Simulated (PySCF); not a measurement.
## Correlation energy of Zn+ (zinc, charge +1)

[Ar] 3d10 4s1, 2S determinant. Computed with PySCF 2.14 in cc-pVTZ-DK (7s6p4d2f1g, 68 functions), with the spin-free X2C one-electron Hamiltonian (Gaussian nucleus). Frozen: [Ar]; 11 electrons correlated.

MP2 pair energies summed by pair of shells (mhartree):

```json
{"pair": "3d-3d", "energy": "-442.58", "share (%)": "94.3"}
{"pair": "3d-4s", "energy": "-26.90", "share (%)": "5.7"}
```

Total MP2 correlation energy: -469.49 mhartree.

Same-spin part -173.84 and opposite-spin part -295.65 mhartree; SCS-MP2 scales them by 1/3 and 6/5 to -412.72 mhartree.
